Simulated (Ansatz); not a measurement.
Cost and result up the ladder for `c1csc(-c2cnc(-c3cnc(-c4cnc(-c5cncs5)s4)s3)s2)n1` (32 atoms). Total charge 0; singlet. Geometry: r2SCAN-D4/def2-SVP.

Ansatz on 2 threads of AMD EPYC 7R13 on a shared host and a share (18 GiB) of an NVIDIA H100 80GB HBM3. Times are rough, and most runs start from the orbitals of an earlier one. PBE0-D4/def2-TZVP serves as the yardstick here, not as an exact answer. Differences are given only for rows in sets of like size (and for xTB, whose basis is part of the method), since another set adds its own error. Binding counts from free atoms at the same level (C triplet, S triplet, N quartet, H doublet; other spins of the atoms weren't run), without zero-point energy or a counterpoise term.

Single mean-field runs in def2-SVP, def2-TZVP are fitted with def2-universal-jkfit.

```
                            level  functions  wall time  binding energy per atom (eV)  difference from PBE0-D4/def2-TZVP (eV)
                  PBE-D4/def2-SVP        405      2.5 s                          5.47                                       –
                 PBE0-D4/def2-SVP        405      2.7 s                          5.26                                       –
                 PBE-D4/def2-TZVP        847      4.1 s                          5.40                                    0.20
r2SCAN-D4/def2-TZVP (with forces)        847        7 s                          5.13                                   -0.07
  PBE0-D4/def2-TZVP (with forces)        847      8.5 s                          5.19                                    0.00
```
